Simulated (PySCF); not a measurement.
Isomers of C6H7F3, one GFN2-xTB conformer each. Single-point energies are computed at PBE0/pcSseg-1 (PySCF, gas phase, no added dispersion term), electronic only.

Problem. Rank them by PBE0/pcSseg-1 energy, lowest first (kcal/mol).
A. `[CH2:1]=[CH:2][C:3](=[CH2:4])[CH2:5][C:6]([F:7])([F:8])[F:9]` with C1–C2–C3–C4 179°, C2–C3–C5–C6 -86°
B. `[F:1][C@@H:2]1[C@H:3]([F:4])[CH:5]=[CH:6][CH2:7][C@@H:8]1[F:9]` with F1–C2–C3–F4 57°, C2–C3–C5–C6 -22°, C5–C6–C7–C8 -13°, C6–C7–C8–F9 167°
C. `[CH2:1]=[CH:2]/[CH:3]=[CH:4]\[CH2:5][C:6]([F:7])([F:8])[F:9]` with C1–C2–C3–C4 178°, C3–C4–C5–C6 118°
D. `[F:1][CH:2]=[C:3]1[CH2:4][CH:5]([CH:6]([F:7])[F:8])[CH2:9]1` with C4–C5–C6–F7 73°
E. `FC(F)(F)C=C1CCC1`
F. `[CH2:1]=[CH:2][C:3]1([C:4]([F:5])([F:6])[F:7])[CH2:8][CH2:9]1` with C1–C2–C3–C4 179°

Solution. C (0.0), A (1.2), B (1.3), E (4.4), F (6.8), D (16.8).

As drawn, the highest has a four-membered ring, which the lowest lacks. Neighbours under 2.5 kcal/mol apart (C=C/C=C\CC(F)(F)F and C=CC(=C)CC(F)(F)F; C=CC(=C)CC(F)(F)F and F[C@@H]1[C@H](F)C=CC[C@@H]1F; FC(F)(F)C=C1CCC1 and C=CC1(C(F)(F)F)CC1) can change places with a better method, another conformer or zero-point energy. GFN2-xTB itself gives, in the same order: 16.0, 15.8, 0.0, 3.6, 13.4, 9.1. GFN2-xTB puts F[C@@H]1[C@H](F)C=CC[C@@H]1F lowest instead; measured from each level's own lowest isomer, the values differ by up to 16.0 kcal/mol (C=C/C=C\CC(F)(F)F: 16.0 against 0.0).

Problem. Which frontier levels, dipoles and rotational constants go with these structures?

Solution. 
| SMILES | HOMO (eV, PBE0/pcSseg-1) | LUMO (eV) | dipole (D) | A, B, C (MHz) |
| --- | --- | --- | --- | --- |
| C=C/C=C\CC(F)(F)F | -7.04 | -1.13 | 2.41 | 3714, 755.4, 718.1 |
| C=CC(=C)CC(F)(F)F | -7.09 | -1.14 | 2.21 | 2448, 1281, 1013 |
| F[C@@H]1[C@H](F)C=CC[C@@H]1F | -7.86 | -0.25 | 3.04 | 2493, 1435, 1110 |
| FC(F)(F)C=C1CCC1 | -7.81 | -0.63 | 3.30 | 3740, 921.0, 861.5 |
| C=CC1(C(F)(F)F)CC1 | -7.52 | -0.20 | 2.42 | 2479, 1402, 1156 |
| FC=C1CC(C(F)F)C1 | -7.26 | 0.02 | 1.67 | 4125, 748.7, 674.2 |

Problem. As an exercise, what shares would exp(−E/RT) give at 500 K from these electronic energies alone (no entropy, no degeneracies)?

Solution. RT = 0.994 kcal/mol: C=C/C=C\CC(F)(F)F 62.4 %, C=CC(=C)CC(F)(F)F 19.2 %, F[C@@H]1[C@H](F)C=CC[C@@H]1F 17.6 %, FC(F)(F)C=C1CCC1 0.7 %, C=CC1(C(F)(F)F)CC1 0.1 %, FC=C1CC(C(F)F)C1 under 0.1 %.
